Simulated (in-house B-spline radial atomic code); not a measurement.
Configurations of Br⁴⁺, with energies counted from [Ar] 3d10 4s2 4p1. Method: non-relativistic SCAN, spin-polarised, spherical fractional occupations, point nucleus. Calculated with an all-electron radial atomic-structure program (B-spline basis). Shells without spins written out take the highest spin.

Occupations are held fixed; configurations that lie above the ionisation limit could autoionise.

```csv
configuration,E - E(ref) (eV),highest orbital,its <r> (bohr)
[Ar] 3d10 4s1 4p2,10.195,4p up,1.675
[Ar] 3d10 4s1 4p1 5s1,38.049,5s up,3.133
[Ar] 3d10 4s1 4p1 5f1,56.717,5f up,5.683
[Ar] 3d9 4s2 4p1 4d1,97.655,4d up,2.055
"[Ar] 3d(4 up, 5 down) 4s2 4p(0 up, 1 down) 4f(0 up, 1 down)",115.01,4f down,3.084
[Ne] 3s2 3p5 3d10 4s2 4p1 5p1,215.44,5p up,3.422
```

Q: Order these further configurations by energy, lowest first.
A. [Ne] 3s2 3p5 3d10 4s2 4p1 5s1
B. [Ar] 3d10 4s2 5s(0 up, 1 down)
C. [Ne] 3s2 3p5 3d10 4s2 4p2
D. [Ne] 3s2 3p(2 up, 3 down) 3d10 4s2 4p(1 up, 0 down) 5p(1 up, 0 down)
E. [Ar] 3d9 4s2 4p1 5f1

A: B (25.945 eV), E (123.15 eV), C (180.92 eV), A (210.43 eV), D (215.68 eV).

Q: How far above the reference does [Ar] 3d10 4s(0 up, 1 down) 4p(0 up, 1 down) 4f(0 up, 1 down) lie?

A: 48.638 eV; its least bound orbital is 4f down with <r> = 3.153 bohr.

Q: How far above the reference does [Ar] 3d9 4s2 4p1 5s1 lie?

A: 103.98 eV; its least bound orbital is 5s up with <r> = 3.075 bohr.
